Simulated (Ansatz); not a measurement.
A nudged elastic band was laid between two geometries of FH₅NPSi (9 atoms, charge 0, multiplicity 1).

Computed with Ansatz, RKS r2SCAN/def2-mTZVP.

| Item | Value |
| --- | --- |
| movable images | 5 |
| climbing image | yes |
| spring | 5.0 eV/Å² |
| optimiser | quadratic models (default) |
| start path | through a guess of the saddle point |
| force threshold | 0.05 eV/Å |
| iteration limit | 60 |
| end points | relaxed |

Initial state:

```xyz
9
Properties=species:S:1:pos:R:3
N -0.203 1.348 -0.802
Si 0.562 0.000 -0.092
F 1.494 -0.864 -1.094
P -1.071 -1.409 0.540
H -0.965 1.243 -1.459
H 0.285 2.222 -0.943
H 1.476 0.523 0.950
H -0.182 -2.368 1.107
H -1.308 -0.742 1.776
```

Final state:

```xyz
9
Properties=species:S:1:pos:R:3
N -0.204 1.347 -0.802
Si 0.563 0.001 -0.091
F 1.496 -0.863 -1.092
P -1.071 -1.407 0.539
H 0.283 2.221 -0.945
H -0.964 1.240 -1.460
H 1.477 0.525 0.951
H -0.185 -2.370 1.103
H -1.306 -0.742 1.778
```

What changes between the two ends?

No bond is made or broken. The dihedral H5–N1–Si2–P4 goes from -45 to 164°. The two ends are copies of one structure, up to a mirror image or an exchange of like atoms.

Give the energies along the band, and the barrier.

The forces met the threshold. The highest image is number 3 of 0 to 6, 4.3 kcal/mol above the ends, which have the same energy within 2 meV. A vibrational analysis at the climbing image gives one clearly imaginary mode, 206i cm⁻¹: a first-order saddle point.

```tsv
image	path coordinate (Å)	energy (kcal/mol)	dihedral H5–N1–Si2–P4 (°)
0	0.00	0.0	-45
1	0.72	1.4	-60
2	1.44	3.3	-78
3	2.15	4.3	-115
4	2.80	3.4	-150
5	3.45	1.1	-176
6	4.10	0.0	164
```

What is the geometry of the highest image?


```xyz
9
Properties=species:S:1:pos:R:3
N -0.102 1.355 -0.789
Si 0.622 -0.049 -0.135
F 1.480 -0.692 -1.337
P -0.945 -1.543 0.519
H 0.034 1.584 -1.764
H -0.932 1.789 -0.414
H 1.599 0.239 0.945
H -0.137 -2.130 1.539
H -1.531 -0.600 1.420
```

What are the harmonic wavenumbers there?

206i, 121, 182, 209, 228, 308, 441, 642, 694, 779, 834, 859, 890, 940, 1116, 1618, 2213, 2352, 2372, 3575, 3671 cm⁻¹.

Time of the run: 100 s on 2 threads of AMD EPYC 9R45 96-Core Processor (Zen 5) (shared host), peak memory 0.18 GiB.
